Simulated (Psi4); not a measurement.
Relaxed torsion scan: SMILES C([SiH2]S)C(C)(C)C (C₅H₁₄SSi). Scanned: dihedral C2–C5–Si6–S7; all other coordinates were relaxed at GFN2-xTB. Points at φ and −φ are mirror images.

Geometry of the scan point at -120° (Å):
```
21

C     -0.2299    -4.1802    -1.8898
C      0.2648    -2.7298    -1.9391
C     -0.9392    -1.7938    -1.8329
C      0.9910    -2.5004    -3.2642
C      1.2218    -2.5036    -0.7601
Si     1.9793    -0.7735    -0.5679
S      4.1114    -1.0775    -0.7000
H      0.6056    -4.8735    -1.9601
H     -0.7593    -4.3753    -0.9594
H     -0.9087    -4.3803    -2.7162
H     -0.6339    -0.7533    -1.9074
H     -1.6499    -1.9988    -2.6307
H     -1.4469    -1.9318    -0.8804
H      0.3309    -2.7160    -4.1018
H      1.8611    -3.1491    -3.3383
H      1.3263    -1.4699    -3.3524
H      2.0359    -3.2293    -0.8368
H      0.6865    -2.7419     0.1623
H      1.7006    -0.1978     0.7477
H      1.6573     0.2189    -1.5912
H      4.4570     0.1898    -0.5500
```

Method: Psi4 1.11 with PBE-D3(BJ)/def2-SVP // GFN2-xTB.

Scanned values (°): -160, -140, -120, -100, -80, -60, -40, -20, 0, 20, 40, 60, 80, 100, 120, 140, 160, 180.

**Question.** Locate the minima and the barriers on this grid.

**Answer.** Lower than their neighbours: -60° (0.0 kcal/mol), 60° (0.0 kcal/mol), 180° (0.5 kcal/mol). Higher than their neighbours: -120° (1.1 kcal/mol), 0° (2.2 kcal/mol), 120° (1.1 kcal/mol). The whole profile spans 2.2 kcal/mol.
